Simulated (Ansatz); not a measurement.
Reaction (ligand exchange at a Ge–C bond): `C[C](=N)[GeH3]` + `NC#CO` → `NC#C[O][GeH3]` + `CC=N`

Isolated molecules relaxed with PBE0-D4/def2-TZVP in Ansatz; ΔE leaves out vibrations. CBS: MP2 limit from def2 TZ/QZ plus the TZ coupled-cluster correction, frozen cores. DFT in def2-TZVPP. For Ge outer-core shells are correlated without core-valence functions, which leaves a few kJ/mol of doubt a bond. Scalar relativity is left out up to krypton. Each species was taken in one conformer, which may not be the lowest.

```json
{"species": "`C[C](=N)[GeH3]`", "PBE0 energy (Eh)": "-2211.77395"}
{"species": "`NC#CO`", "PBE0 energy (Eh)": "-207.74636"}
{"species": "`NC#C[O][GeH3]`", "PBE0 energy (Eh)": "-2285.69668"}
{"species": "`CC=N`", "PBE0 energy (Eh)": "-133.84128"}
```

Problem. Work out ΔE.

Solution. ΔE = (-2285.69668) + (-133.84128) − (-2211.77395) − (-207.74636) = -0.01765 Eh = -11.1 kcal/mol. CCSD(T)/CBS gives -11.4 kcal/mol.

Largest T1 diagnostic among the species: 0.013.

In def2-TZVPP, CCSD(T) changes the Hartree–Fock value by +4.9 kcal/mol (the triples alone add +0.5 kcal/mol) and MP2 by +4.5 kcal/mol. The D4 term adds +0.7 kcal/mol with B3LYP and +0.4 kcal/mol with PBE0; it sums over pairs of atoms, weighted by their polarisabilities, and B3LYP, whose exchange is more repulsive, gets the larger term.

B3LYP here is the variant with VWN-RPA as its local correlation; programs differ in this.
